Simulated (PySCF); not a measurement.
**F⁺ (fluorine, charge +1) across methods**

[He] 2s2 2p4, high-spin 3P determinant. Computed with PySCF 2.14 in aug-cc-pVDZ (4s3p2d, 23 functions), with the non-relativistic Hamiltonian (point nucleus).

```csv
method,E (hartree),mean ε 2s β (eV),mean ε 2p α (eV),mean ε 2p β (eV),Σ⟨r²⟩ (bohr²),⟨S²⟩
PBE,-98.9889,-44.686,-29.935,-26.448,7.326,2.002
LDA,-98.4134,-44.718,-30.073,-26.192,7.362,2.002
BP86,-99.0755,-44.895,-29.994,-26.621,7.312,2.002
PBE0,-99.0029,-47.509,-32.823,-29.022,7.285,2.002
r2SCAN,-99.0488,-45.171,-30.917,-27.045,7.270,2.003
LC-wPBE,-99.0302,-50.335,-35.482,-31.950,7.315,2.002
UHF,-98.80167,-54.474,-40.719,-35.583,7.234,2.005
TPSS,-99.1018,-45.123,-30.145,-26.926,7.284,2.002
```

(1) Estimate the same row for BLYP.

## Answers

(1) E (hartree) = -99.0779; mean ε 2s β (eV) = -44.713; mean ε 2p α (eV) = -29.848; mean ε 2p β (eV) = -26.495; Σ⟨r²⟩ (bohr²) = 7.331; ⟨S²⟩ = 2.002.
